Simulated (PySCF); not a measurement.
## C₆ coefficients of unlike pairs at MN15

Calculated with PySCF 2.14 from the dipole response of each species, C₆(A,B) = (3/π) ∫ α_A(iu) α_B(iu) du, in atomic units, from isotropic polarisabilities. For ions this is the dispersion term alone; charge-induced terms of lower order in 1/R come first.

```
species           configuration                                                                            basis     relativity  α (bohr³)  C₆ (like pair)
     O+       [He] 2s2 2p3 (4S)                                                           dyall-av3z (15s9p3d2f)           none      2.648           5.064
    Hf+  [Xe] 4f14 5d1 6s2 (2D)  x2c-TZVPPall with one added diffuse shell each of s, p, d, f type (12s8p8d4f1g)  spin-free X2C      47.39           455.3
 Ni(2+)           [Ar] 3d8 (3F)                                                         aug-cc-pVTZ (8s7p5d3f2g)           none      3.156           8.901
```

(1) Estimate C₆ for Hf+ with O+.

No spin-orbit coupling is included.

The other pairs:

```tsv
pair	C₆
Ni(2+), O+	6.641
Ni(2+), Hf+	51.88
```

Answers

(1) The integral gives 41.55. The combination rule 2 C_A C_B / (C_A α_B/α_A + C_B α_A/α_B) gives 39.73 and the geometric mean 48.02.
